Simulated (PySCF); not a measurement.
# C₆ coefficients of unlike pairs at PBE

Calculated with PySCF 2.14 from the dipole response of each species, C₆(A,B) = (3/π) ∫ α_A(iu) α_B(iu) du, in atomic units, from isotropic polarisabilities. For ions this is the dispersion term alone; charge-induced terms of lower order in 1/R come first.

```
species           configuration                                                                 basis      relativity  α (bohr³)  C₆ (like pair)
    Sn⁺  [Kr] 4d10 5s2 5p1 (2P)  def2-QZVPPD with the def2 core potential (28 electrons) (8s6p5d4f1g)  core potential      27.18           209.5
    V²⁺           [Ar] 3d3 (4F)                                              def2-TZVPPD (6s6p4d2f1g)            none      4.526           13.32
     He                1s2 (1S)                                                 dyall-acv3z (10s3p2d)   spin-free X2C      1.526           1.699
     C⁺       [He] 2s2 2p1 (2P)                                                dyall-av3z (15s9p3d2f)            none      6.091           14.63
```

(1) Estimate C₆ for C⁺ with V²⁺.

No spin-orbit coupling is included.

The other pairs:

| pair | C₆ |
| --- | --- |
| C⁺, Sn⁺ | 54.85 |
| He, Sn⁺ | 17.58 |
| V²⁺, Sn⁺ | 48.90 |
| He, V²⁺ | 4.723 |
| C⁺, He | 4.813 |

## Answers

(1) The integral gives 13.27. The combination rule 2 C_A C_B / (C_A α_B/α_A + C_B α_A/α_B) gives 13.53 and the geometric mean 13.96.
